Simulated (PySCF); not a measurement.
Identify the unknown among the candidates.

All candidates are C6H11P.

| technique | computed result |
| --- | --- |
| 13C NMR | chemical shifts (computed TMS as zero) by class: 138.8 (2 C), 57.8 (1 C), 32.3 (1 C), 19.5 (1 C), 16.7 (1 C) ppm [GIAO PBE0/pcSseg-1] |
| Dipole | 1.37 D [B3LYP/def2-SVPD] |
| UV, first state | lowest singlet excitation: 4.65 eV (267 nm, f = 0.002) [TDDFT B3LYP/def2-SVPD] |
| NMR, other nuclei | isotropic shieldings of nuclei other than C and H, by class: 525 (1 P) ppm [GIAO PBE0/pcSseg-1] |
| Triplet | lowest triplet excitation (Tamm–Dancoff): 3.75 eV [TDA B3LYP/def2-SVPD] |
| 1H NMR | chemical shifts (computed TMS as zero) by class: 8.60 (2 H), 1.41 (1 H), 1.32 (1 H), 1.27 (3 H), 1.07 (3 H), 0.15 (1 H) ppm [GIAO PBE0/pcSseg-1] |
| Rotational structure | rotational constants A, B, C: 3.016, 1.746, 1.287 GHz [GFN2-xTB] |

Electronic properties: PySCF, gas phase, density fitting. Levels stand in brackets. Geometry: GFN2-xTB, one conformer, isolated molecule. NMR classes are plain means over equivalent atoms (diastereotopic ones count apart unless rotation or inversion swaps them), as if these changed places fast.

Question: Which candidate is it?
A. `C=PC1CCCC1`
B. `CC[C@@H](C)P1C=C1`
C. `C=CP(C)C1CC1`

Answer: B. It is `CC[C@@H](C)P1C=C1`. Numbering: `[CH3:1][CH2:2][C@@H:3]([CH3:4])[P:5]1[CH:6]=[CH:7]1`. 6 carbons fall into 5 classes; from least to most shielded: alkene CH carbon [C6/C7] (138.8 ppm, 2 C, up to 5.6 ppm apart in this geometry), chain sp3 carbon bound to phosphorus [C3] (57.8 ppm), chain CH2 carbon [C2] (32.3 ppm), methyl carbon [C4] (19.5 ppm), methyl carbon [C1] (16.7 ppm). Hydrogen classes from least to most shielded: 2 H on 2 alkene CH carbons, C6/C7 (8.60 ppm), 1 H on a chain CH2 carbon, C2 (1.41 ppm), 1 H on a chain CH2 carbon, C2 (1.32 ppm), 3 H on a methyl carbon, C1 (1.27 ppm, a mean of values up to 1.0 ppm apart in this geometry), 3 H on a methyl carbon, C4 (1.07 ppm), 1 H on an sp3 carbon bound to phosphorus, C3 (0.15 ppm). The other shieldings belong to: 525 ppm, phosphine phosphorus [P5]. S1 is mainly HOMO→LUMO (weight 0.97); the largest Löwdin shares of the orbital it empties are 0.43 on the phosphine phosphorus, 0.18 on the sp3 carbon bound to phosphorus and 0.14 on each of 2 atoms of one kind (alkene CH carbon), of the orbital it fills 0.37 on an alkene CH carbon, 0.36 on an alkene CH carbon, 0.08 on the phosphine phosphorus and 0.07 on a vinylic hydrogen. The optimised geometry has point group C1 and is an asymmetric top.

The others, at the same levels:
- `C=PC1CCCC1` fails: it has 4 carbon classes against 5; its computed 13C shifts are 179.4 (1 C), 49.9 (1 C), 34.6 (2 C), 31.8 (2 C) ppm, 1H shifts are 8.22 (1 H), 8.00 (1 H), 2.55 (1 H), 2.00 (2 H), 1.69 (2 H), 1.65 (2 H), 1.64 (2 H) ppm and rotational constant A is 5.062 GHz (against 3.016 GHz).
- `C=CP(C)C1CC1` fails: its computed 13C shifts are 153.2 (1 C), 127.2 (1 C), 16.3 (1 C), 15.4 (1 C), 4.5 (2 C) ppm, 1H shifts are 6.57 (1 H), 6.02 (1 H), 5.99 (1 H), 1.23 (3 H), 0.75 (2 H), 0.50 (1 H), 0.40 (2 H) ppm and lowest singlet excitation is 5.30 eV (234 nm, f = 0.154) (against 4.65 eV).

Each candidate is one conformer, not necessarily the lowest. The conformers computed, where there is a choice (atom-mapped SMILES and torsion angles):
- `[CH3:1][CH2:2][C@@H:3]([CH3:4])[P:5]1[CH:6]=[CH:7]1`: C1–C2–C3–C4 175°, C2–C3–P5–C6 112°
- `[CH2:1]=[CH:2][P:3]([CH3:4])[CH:5]1[CH2:6][CH2:7]1`: C1–C2–P3–C4 133°, C2–P3–C5–C6 -167°

The conformers of `C=PC1CCCC1` aren't listed.
